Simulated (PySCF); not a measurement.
**Which determinant of NaSr lies lowest?**

Unrestricted PBE0; Na def2-SVP, Sr def2-SVP with ECP28; scalar-relativistic core potentials (PySCF 2.14). Outer shells of the fragments: Na 3s1; Sr 5s2.

Followed along the bond (rough minima from three points):

| 2Ms+1 | unpaired | ⟨S²⟩ at the start | R at minimum (Å) | Te (eV) |
| --- | --- | --- | --- | --- |
| 2 | σ ↑ | 0.76 | 3.91 | 0.00 |
| 2 | π ↑ | 0.84 | 3.34 | 0.86 |
| 2 | δ ↑ | 0.83 | 3.55 | 1.47 |
| 4 | σ ↑↑, π ↑ | 3.75 | 3.73 | 1.58 |

Solutions found at the starting distance of 3.285 Å, counted from the lowest of them; the search is not exhaustive and high or unbound solutions are not listed, so other states can lie among these:

| 2Ms+1 | unpaired | term | E (eV) | ⟨S²⟩ | ⟨Lz²⟩ | μ (D) |
| --- | --- | --- | --- | --- | --- | --- |
| 2 | σ ↑ | ²Σ⁺ | 0.00 | 0.76 | 0.00 | -0.41 |
| 2 | π ↑ | ²Π | 0.69 | 0.84 | 1.03 | -0.32 |
| 2 | δ ↑ | ²Δ | 1.34 | 0.83 | 4.00 | -0.99 |
| 4 | σ ↑↑, π ↑ | ⁴Π | 1.51 | 3.75 | 1.02 | 0.10 |
| 2 | σ ↑↑, π ↓ | mixed | 1.99 | 1.75 | 1.03 | -0.01 |
| 4 | σ ↑↑↑ | ⁴Σ⁺ | 2.09 | 3.75 | 0.00 | 0.69 |
| 4 | σ ↑, π ↑↑ | ⁴Σ⁻ | 2.21 | 3.75 | 0.00 | 2.63 |
| 4 | σ ↑↑, δ ↑ | ⁴Δ | 2.23 | 3.75 | 4.00 | -1.91 |
| 2 | σ ↑↑, δ ↓ | mixed | 2.58 | 1.75 | 4.00 | -2.11 |
| 2 | σ ↑, π ↑↓ | mixed | 2.72 | 1.75 | 2.03 | 1.92 |

A term symbol is given only where ⟨S²⟩ and ⟨Lz²⟩ are close to those of a pure state; real π, δ and φ orbitals otherwise mix terms. A positive dipole means Na(−)Sr(+).

Problem. Compare the gap between the two lowest followed solutions at the starting distance with the gap between their minima.

Solution. At PBE0 the second solution (doublet, unpaired electrons π ↑) lies +0.69 eV from the first (doublet, unpaired electrons σ ↑) at 3.285 Å and +0.86 eV at the minima; the two curves relax by different amounts, since their minima lie near 3.34 and 3.91 Å.

Spin–orbit coupling is left out. Counting both spins, an empty level lies below a filled one in some of these solutions, because spin and occupation are held.
